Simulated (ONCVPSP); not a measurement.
**Au: one change to an ONCV potential, before and after**

gold, optimised norm-conserving Vanderbilt (ONCV), made with ONCVPSP 4.0.1 (PBE, fully relativistic). Core [Kr] 4d10 4f14 5s2, reference 5p6 5d10 6s0.75 6p0.25. Waves: 6s: rc 2.50 bohr, ncon 5, nbas 10, qcut 2.6 1/bohr, 2 projectors, debl 3.8 Ha; 5p+6p: rc 1.60 bohr, ncon 4, nbas 9, qcut 7.2 1/bohr, 2 projectors; 5d: rc 1.35 bohr, ncon 3, nbas 7, qcut 7.3 1/bohr, 3 projectors, debl 2.8 Ha; f scattering state at 0.3 Ha: rc 2.50 bohr, ncon 4, nbas 7, qcut 5 1/bohr, 2 projectors, debl 3.7 Ha. Local part: polynomial inside 0.90 bohr (lpopt 1, dvloc0 0 Ha). Core correction: none.

Open shells are filled in proportion to 2j + 1.

Change: core correction Teter function, fcfact 3.5, rcfact 1.75.

Cutoffs: the cutoffs (Ha) at which the residual kinetic energy of the hardest occupied pseudo-wave falls to 1 and 0.1 mHa per electron; they do not see the model core or the augmentation charge, which bear on the density cutoff. Errors are all-electron minus pseudo energies relative to the spin-unpolarised reference configuration.

Problem. Predict the effect on cutoff, ghosts and configuration errors.

Solution. The potential gets neither clearly harder nor softer (21 Ha and 41 Ha → 21 Ha and 41 Ha); both files keep a bound ghost (s); of the 3 tests that both files solve, the error grows in 2 and shrinks in 0 by more than 15 % and 0.3 meV (median size 2.4 → 7.9 meV). A model core, the more so a compact one, raises the density cutoff, which this test does not measure.

| quantity | base | changed |
| --- | --- | --- |
| cutoff, loose | 21 Ha | 21 Ha |
| cutoff, tight | 41 Ha | 41 Ha |
| bound ghosts | s | s |
| GHOST(+) flags under 300 eV | s at 106.1 eV | s at 106.1 eV |
| tests with a reliable result | 3 of 4 | 3 of 4 |
| error for 5p6 5d10 6s1 6p0, meV [ΔE -1.25 eV] | -0.3 | -0.5 |
| error for 5p6 5d10 6s0 6p0, meV [ΔE 8.18 eV] | -4.3 | -7.9 |
| error for 5p6 5d9 6s1 6p1, meV [ΔE 6.20 eV] | -2.4 | -9.3 |
| s: phases at 2.54 bohr within 0.05 rad from the reference energy up to (Ha; the scan ends near 5) | 2.4 | 2.4 |
| p3/2: phases at 1.62 bohr within 0.05 rad from the reference energy up to (Ha; the scan ends near 5) | to the end of the scan | to the end of the scan |
| p1/2: phases at 1.62 bohr within 0.05 rad from the reference energy up to (Ha; the scan ends near 5) | to the end of the scan | to the end of the scan |
| d5/2: phases at 1.37 bohr within 0.05 rad from the reference energy up to (Ha; the scan ends near 5) | to the end of the scan | to the end of the scan |
| d3/2: phases at 1.37 bohr within 0.05 rad from the reference energy up to (Ha; the scan ends near 5) | to the end of the scan | to the end of the scan |
| f7/2: phases at 2.54 bohr within 0.05 rad from the reference energy up to (Ha; the scan ends near 5) | 3.1 | 3.1 |
| f5/2: phases at 2.54 bohr within 0.05 rad from the reference energy up to (Ha; the scan ends near 5) | 3.1 | 3.1 |

Base: The cutoffs count occupied waves only; projector 2 of the s channel, the hardest unoccupied one, needs 55 Ha at the loose tolerance. Changed file: The cutoffs count occupied waves only; projector 2 of the s channel, the hardest unoccupied one, needs 55 Ha at the loose tolerance. A true bound ghost makes a file unfit for plane-wave use even where its test errors are small: the radial tests pick states by their node count and pass the ghost by.
